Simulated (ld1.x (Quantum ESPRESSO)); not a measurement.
Ranking PAW potentials for S (Z = 16)

All share these settings but for the change named:

ld1.x (Quantum ESPRESSO) 7.5 input, shortened:

```
&input
   title='S', zed=16., rel=1, dft='PBE', iswitch=3,
   config='[Ne] 3s2 3p4 3d-2'
 /
 &inputp
   pseudotype=3, lpaw=.true., tm=.true., lloc=-1, rcloc=1.55,
   nlcc=.true., new_core_ps=.true.,
   which_augfun='PSQ', rmatch_augfun_nc=.true.
 /
6
3S  1  0   2.00   0.00  1.30  1.40  0.0
3S  1  0   0.00   0.85  1.30  1.40  0.0
3P  2  1   4.00   0.00  1.40  1.55  0.0
3P  2  1   0.00  -0.15  1.40  1.55  0.0
3D  3  2  -2.00   0.40  1.50  1.60  0.0
3D  3  2  -2.00   0.75  1.50  1.60  0.0
 &test
   configts(1)='3s2 3p4'
 /
```

Cutoff: the first of the cutoffs (Ry, on a coarse ladder) from which the occupation-weighted sum of valence levels, in a spherical-Bessel basis at the reference potential, stays within 10 and 1 mRy of its value at 400 Ry; the density cutoff is not measured.

The base gives 18 Ry.

Of 7 variants that were run, those that failed, showed a ghost or another fault, or gave nearly equal values are left out.

A variant can come out equal or close to the base.

**Question.** Rank these variants from softest to hardest (loose cutoff).
A. waves 3p (bound): rcut 1.40, rcutus 2.14 bohr; 3p channel at -0.15 Ry: rcut 1.40, rcutus 2.14 bohr
B. waves 3p (bound): rcut 1.16, rcutus 1.22 bohr; 3p channel at -0.15 Ry: rcut 1.16, rcutus 1.22 bohr
C. waves 3p (bound): rcut 1.40, rcutus 1.60 bohr; 3p channel at -0.15 Ry: rcut 1.40, rcutus 1.60 bohr

**Answer.** A (18 Ry), C (21 Ry), B (25 Ry).
